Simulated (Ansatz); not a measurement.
Compare A (`CO[SiH2][SiH2]O`) with its isomer B (`OC(O)[SiH2][SiH3]`).

Gas-phase electronic energies from Ansatz, PBE0-D4/def2-TZVP geometries. CCSD(T)/CBS adds triple-zeta CCSD(T) − MP2 to the extrapolated MP2 energy (def2 sets, frozen cores). Functionals use def2-TZVPP. B3LYP here is the variant with VWN-RPA as its local correlation; programs differ in this. One conformer a species, not always the lowest.

A:

```xyz
13

C    -0.2526   -0.1416    2.2458
O     0.0752   -0.2457    0.8772
Si   -0.6300    0.7021   -0.2896
Si    0.4927   -0.1374   -2.1799
O     1.5474   -1.2478   -1.5601
H     0.3430   -0.8686    2.8000
H    -1.3136   -0.3556    2.4166
H    -0.0301    0.8597    2.6314
H    -0.3883    2.1451    0.0100
H    -2.1105    0.5067   -0.2826
H    -0.4385   -0.7831   -3.1452
H     1.2353    0.9204   -2.9171
H     1.4700   -1.3544   -0.6068
```

B:

Z-matrix (Å, degrees):
```
C
O 1 1.402
Si 1 1.916 2 107.8
O 1 1.409 2 112.1 3 123.5
H 1 1.098 2 111.0 3 -120.7
H 2 0.964 1 108.3 3 174.9
Si 3 2.339 1 109.0 2 -178.2
H 3 1.488 1 110.7 2 -55.8
H 3 1.491 1 106.8 2 63.0
H 4 0.963 1 108.1 2 -62.7
H 7 1.487 3 110.6 1 -65.1
H 7 1.488 3 110.3 1 174.7
H 7 1.488 3 110.1 1 55.1
```

(1) Which is lower in electronic energy at CCSD(T)/CBS, and by how much? (Estimate.)

(2) Give E(B) − E(A) in kJ/mol with ωB97M-V, r2SCAN-D4, B2PLYP, MP2/def2-TZVPP, PBE-D4, CCSD(T)/def2-TZVPP, B3LYP-D4. (An estimate is asked.)

Largest T1 diagnostic: 0.013.

## Answers

(1) Ansatz gave: A, by 232.7 kJ/mol.

(2) Ansatz gave: ωB97M-V 226.8, r2SCAN-D4 224.9, B2PLYP 236.2, MP2/def2-TZVPP 239.6, PBE-D4 204.4, CCSD(T)/def2-TZVPP 228.0, B3LYP-D4 230.5. None reverses the order clearly.

In def2-TZVPP, CCSD(T) changes the Hartree–Fock value by −25.2 kJ/mol (the triples alone add −4.4 kJ/mol) and MP2 by −13.6 kJ/mol. From PBE to PBE0 (25 % exact exchange), in def2-TZVPP and without D4, E(B) − E(A) moves by +10.0 kJ/mol.
